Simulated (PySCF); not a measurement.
Au₂S at several levels of theory

All levels use the PBE0 minimum (singlet; S–Au 2.232 Å (×2); Au–S–Au 91.5°), basis [S def2-TZVP, Au def2-TZVP with ECP60], scalar-relativistic core potentials, density fitting, no spin–orbit coupling, PySCF. For vertical energies the ionised species is a doublet (spins chosen at PBE0 and kept) and the electron-attached one a doublet. Atomisation goes to high-spin ground-configuration atoms, without zero-point energy. Open shells are unrestricted, also as the reference of the correlated levels. A dash marks a value that was not computed or is not defined at that level.

```xyz
3
charge 0 multiplicity 1, angstrom
S     0.0000    1.4409    0.0000
Au    0.0000   -0.1165    1.5990
Au    0.0000   -0.1165   -1.5990
```

```tsv
level	atomisation (kJ/mol)	vertical IP (eV)	vertical EA (eV)	−ε(HOMO) (eV)	gap (eV)	dipole (D)
PBE0	478	8.16	1.53	6.35	3.27	3.09
HF	176	6.57	0.46	8.38	8.34	4.85
MP2	519	8.50	1.43	–	–	–
PBE	528	8.26	1.70	5.38	1.38	2.42
r2SCAN	527	8.21	1.71	5.51	1.73	2.74
B3LYP	444	8.28	1.65	6.23	2.82	2.77
TPSSh	491	8.14	1.52	5.76	2.31	2.86
M06-2X	424	8.17	1.32	7.37	5.16	3.51
```

Spin contamination in at least one species weakens the values at: HF, MP2.

Without diffuse functions attachment energies tend to come out too low.

No spin–orbit coupling is included, which matters more the heavier the element.
